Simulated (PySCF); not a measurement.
As2, SMILES [As]#[As]. Atoms are numbered in the order given.

```xyz
2

As     0.0000     0.0000    -1.0521
As     0.0000     0.0000     1.0521
```
Charge 0, spin multiplicity 1.

Geometry optimised at B3LYP-D3(BJ)/def2-TZVP.

Vertical ionisation energy (IE) and electron affinity (EA) in eV. Rows of orbital energies are one-electron estimates. Where ΔSCF, EOM or ADC give a negative EA the extra electron is unbound and the value depends on the basis.

```tsv
level	IE	EA
−ε(HOMO), −ε(LUMO), HF/def2-TZVPD (PySCF)	9.25	-0.17
−ε(HOMO), −ε(LUMO), CAM-B3LYP/def2-TZVPD (PySCF)	8.54	1.69
EOM-CCSD/aug-cc-pVDZ (PySCF)	9.83	0.40
ADC(2)/aug-cc-pVDZ (PySCF)	(withheld)	(withheld)
```

Q: Fill in the missing entries. (An estimate is asked for; the answer gives what the named calculation found.)

A: 
- ADC(2)/aug-cc-pVDZ (PySCF), IE: 9.71
- ADC(2)/aug-cc-pVDZ (PySCF), EA: 0.56

Q: Beyond the first one, list the lowest photoelectron lines from ADC(2)/aug-cc-pVDZ (PySCF) with their pole strengths (two spins summed). (Estimate from the structure and the level; the computed values follow.)

A: 14.07 eV (1.44).
